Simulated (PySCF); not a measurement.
Isomers of C6H11BO2, from PySCF, PBE0-D3(BJ)/def2-SVP geometry optimisation, gas phase. One conformer each, no zero-point energy, no frequencies.

Problem. Which isomer lies lowest at this level?
A. `[CH2:1]=[CH:2][CH2:3][CH:4]1[CH2:5][O:6][BH:7][O:8][CH2:9]1` with C1–C2–C3–C4 114°, C2–C3–C4–C5 -176°, C3–C4–C5–O6 -176°, C4–C5–O6–B7 27°, C5–O6–B7–O8 0°, O6–B7–O8–C9 -1°: A = 3879, B = 907.6, C = 789.0 MHz, dipole 3.04 D
B. `[CH2:1]=[C:2]([CH3:3])[CH:4]1[CH2:5][O:6][BH:7][O:8][CH2:9]1` with C1–C2–C4–C5 8°, C2–C4–C5–O6 180°, C4–C5–O6–B7 31°, C5–O6–B7–O8 -1°, O6–B7–O8–C9 -2°: A = 3240, B = 1158, C = 924.7 MHz, dipole 3.06 D
C. `[CH3:1][CH:2]([CH3:3])[C:4]1=[O+:5][BH2-:6][O:7][CH:8]=[CH:9]1` with C1–C2–C4–O5 134°, C4–O5–B6–O7 -39°, O5–B6–O7–C8 39°, B6–O7–C8–C9 -15°, C2–C4–C9–C8 -160°: A = 3290, B = 1079, C = 1005 MHz, dipole 5.14 D

Solution. B. That is `C=C(C)C1COBOC1`, 2.7 kcal/mol below the next.

```json
{"SMILES": "C=C(C)C1COBOC1", "mapped SMILES": "[CH2:1]=[C:2]([CH3:3])[CH:4]1[CH2:5][O:6][BH:7][O:8][CH2:9]1", "E (Eh)": "-409.86346", "relative (kcal/mol)": "0.0", "relative (kJ/mol)": "0.0", "dipole (D)": "3.06"}
{"SMILES": "C=CCC1COBOC1", "mapped SMILES": "[CH2:1]=[CH:2][CH2:3][CH:4]1[CH2:5][O:6][BH:7][O:8][CH2:9]1", "E (Eh)": "-409.85917", "relative (kcal/mol)": "2.7", "relative (kJ/mol)": "11.3", "dipole (D)": "3.04"}
{"SMILES": "CC(C)C1=[O+][BH2-]OC=C1", "mapped SMILES": "[CH3:1][CH:2]([CH3:3])[C:4]1=[O+:5][BH2-:6][O:7][CH:8]=[CH:9]1", "E (Eh)": "-409.83534", "relative (kcal/mol)": "17.6", "relative (kJ/mol)": "73.8", "dipole (D)": "5.14"}
```
